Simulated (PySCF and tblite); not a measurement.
Results of a calculation; reference values are marked as such.
C₁₂H₁₂, numbered as in [CH3:1][CH2:2][c:3]1[cH:4][cH:5][cH:6][c:7]2[cH:8][cH:9][cH:10][cH:11][c:12]12.

The ensemble was built from 60 distance-geometry starts (ETKDG and KDG, MMFF94s, GFN2-xTB) and rests on GFN2-xTB geometries. Weights use PBE0-D3(BJ)/6-31G* energies plus GFN2-xTB zero-point and thermal terms (modes under about 100 cm⁻¹ blended into free rotors). Symmetry numbers and mirror images are counted. Conformers within 2.5 kcal/mol (GFN2-xTB free energy) were kept, 6 at most. GIAO shieldings: PBE0/6-31G*. Shifts are against TMS (¹H), TMS (¹³C) at the same level. Run with PySCF (density fitting) and tblite.

Q: What shifts does this protocol give at 298.15 K under fast conformational exchange?

A: ¹H: 8.21 (H11, 1H), 7.94 (H8, 1H), 7.79 (H6, 1H), 7.72 (H10, 1H), 7.66 (H9, 1H), 7.60 (H5, 1H), 7.56 (H4, 1H), 3.26 (H2, 2H), 1.43 (H1, 3H) ppm. ¹³C: 134.2 (C3), 126.5 (C7), 124.5 (C8), 123.9 (C12), 122.3 (C6), 120.6 (C4), 120.5 (C5), 120.2 (C10), 119.9 (C9), 118.6 (C11), 29.5 (C2), 18.2 (C1) ppm.

Q: How do the conformers differ?

A: Torsions listed: C1–C2–C3–C4. Of a mirror pair one member is shown.
```csv
conformer,shape,weight %
1,97°,85.5
2,0°,14.5
```

```json
{"signal": "H1", "1": "1.41", "2": "1.56", "average": "1.43"}
{"signal": "H2", "1": "3.24", "2": "3.39", "average": "3.26"}
{"signal": "H4", "1": "7.56", "2": "7.56", "average": "7.56"}
{"signal": "H5", "1": "7.59", "2": "7.67", "average": "7.60"}
{"signal": "H6", "1": "7.79", "2": "7.81", "average": "7.79"}
{"signal": "H8", "1": "7.94", "2": "7.94", "average": "7.94"}
{"signal": "H9", "1": "7.66", "2": "7.67", "average": "7.66"}
{"signal": "H10", "1": "7.72", "2": "7.73", "average": "7.72"}
{"signal": "H11", "1": "8.21", "2": "8.21", "average": "8.21"}
{"signal": "C1", "1": "19.1", "2": "12.8", "average": "18.2"}
{"signal": "C2", "1": "30.1", "2": "26.0", "average": "29.5"}
{"signal": "C3", "1": "134.5", "2": "131.9", "average": "134.2"}
{"signal": "C4", "1": "121.2", "2": "117.3", "average": "120.6"}
{"signal": "C5", "1": "120.5", "2": "120.4", "average": "120.5"}
{"signal": "C6", "1": "122.3", "2": "122.4", "average": "122.3"}
{"signal": "C7", "1": "126.6", "2": "126.1", "average": "126.5"}
{"signal": "C8", "1": "124.5", "2": "124.2", "average": "124.5"}
{"signal": "C9", "1": "119.9", "2": "119.8", "average": "119.9"}
{"signal": "C10", "1": "120.2", "2": "120.1", "average": "120.2"}
{"signal": "C11", "1": "118.7", "2": "118.3", "average": "118.6"}
{"signal": "C12", "1": "123.7", "2": "125.0", "average": "123.9"}
```

Shifts are unscaled: against experiment ¹³C can be off by 15 ppm or more and ¹H by 0.8 ppm.
